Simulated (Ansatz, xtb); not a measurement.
## Ligand exchange: SnH3Cl + C2H5F → SnH3F + C2H5Cl

Species: SnH3Cl `[Cl][SnH3]`, singlet; C2H5F `CCF`, singlet; SnH3F `[F][SnH3]`, singlet; C2H5Cl (chloroethane) `CCCl`, singlet. The partners trade Cl for F: Sn–Cl and C–F bonds give way to Sn–F and C–Cl.

Shapes, held fixed at every level: PBE0-D4/def2-TZVP. Programs: Ansatz 0.2.0, xtb 6.7.1. The zero-point and thermal change to 298 K, harmonic and unscaled (PBE0-D4/def2-TZVP), is -2.0 kJ/mol.

```
               level                    kind  ΔH(298 K) (kJ/mol)  less CCSD(T)/def2-TZVPP  CPU time (sum over the molecules)
            GFN0-xTB          semi-empirical               +70.4                    +53.9                              0.2 s
r2SCAN-D4/def2-TZVPP                meta-GGA               +16.8                     +0.3                               17 s
 B3LYP-D4/def2-TZVPP           global hybrid               +17.4                     +0.9                               13 s
 BHLYP-D4/def2-TZVPP           global hybrid               +24.4                     +7.9                               10 s
  PBE0-D4/def2-TZVPP           global hybrid               +20.0                     +3.5                              9.7 s
  wB97X-V/def2-TZVPP  range-separated hybrid               +17.1                     +0.6                               27 s
       CCSD/def2-SVP   coupled cluster or CI               +28.4                    +11.9                                  –
     CCSD/def2-TZVPP   coupled cluster or CI               +19.3                     +2.8                                  –
  CCSD(T)/def2-TZVPP   coupled cluster or CI               +16.5                      0.0                               65 s
```

The highest level, CCSD(T)/def2-TZVPP, gives ΔH(298 K) = +16.5 kJ/mol; the levels span +16.5 to +70.4. The column of differences is taken from that level and isn't an error. No measured value is set beside it here. For atoms past krypton def2 sets carry core potentials with scalar relativity. Outer-core shells of Sn are correlated in most correlated rows, in sets that cover them unevenly. Times are processor times on shared x86 and Arm servers, and rough.
